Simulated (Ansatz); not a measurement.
Stretching the Zn1–H2 bond in HIZn (SMILES [ZnH][I]) (multiplicity 1 held, fragments rigid). Energies count from the point at 1.531 Å.
Geometry at that point (charge 0, multiplicity 1):
```tsv
atom	x (Å)	y (Å)	z (Å)
Zn	0.0000	0.0000	-1.5252
H	0.0000	0.0000	-3.0559
I	0.0000	0.0000	0.9210
```

R- and RO- levels are restricted; in cc, def2 and unpolarised 6-31G sets they are followed outwards from rest. Unrestricted levels (U-) break spin symmetry where that is lower. Curves can end on different states.

Frozen-core correlation. Filled d and f shells under p-block atoms count as core.

Codes used: Ansatz (a first-principles code) with Gaussian orbitals. Values without a source in brackets are computed. In def2 rows elements past Kr take small-core potentials, without spin–orbit coupling.

### Question
One of these levels gives 138.70 kcal/mol for the energy at R = 4.898 Å. Which?
(A) R-B3LYP/def2-TZVPP
(B) U-HF/def2-TZVPP
(C) R-wB97X-V/def2-TZVPP
(D) U-SCS-MP2/def2-TZVPP

### Answer
C, R-wB97X-V/def2-TZVPP. The others give 55.73 (U-HF/def2-TZVPP), 109.05 (R-B3LYP/def2-TZVPP), 77.99 (U-SCS-MP2/def2-TZVPP)

Doubts at one or more of the structures used: a spin-contaminated determinant (U-HF/def2-TZVPP, U-SCS-MP2/def2-TZVPP); a restricted determinant that unrestricted orbitals would lower (R-B3LYP/def2-TZVPP, R-wB97X-V/def2-TZVPP).
